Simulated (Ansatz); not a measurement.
Computed with Ansatz on PBE0-D4/def2-TZVP structures; ΔE is electronic, products minus reactants. CBS: MP2 limit from def2 TZ/QZ plus the TZ coupled-cluster correction, frozen cores. Functionals use def2-TZVPP. One conformer a species, not always the lowest.

`C[CH2][Al]([OH])[OH]` + `CO[Si]N` → `C[CH2][Al]([NH2])[OH]` + `CO[Si]O`  (redistribution)

```csv
level,ΔE (eV)
B97M-V,0.08
PBE-QIDH,0.11
revPBE,0.10
MP2/def2-SVP,0.17
```

Problem. What does CCSD(T)/CBS give? (Best estimate.)

Solution. The calculation gave: +0.09 eV. The listed levels differ from it by -0.01, 0.02, 0.01, 0.08 eV.

Largest T1 diagnostic among the species: 0.014.

Leaving LDA and LC-ωPBE aside and taking each functional with its dispersion term where it has one, the values, not all of them listed here, spread over 0.04 eV, from ωB97M-V to r2SCAN-D4. At CCSD(T), def2-SVP lies +0.07 eV from the extrapolated value and def2-TZVPP −0.00 eV.
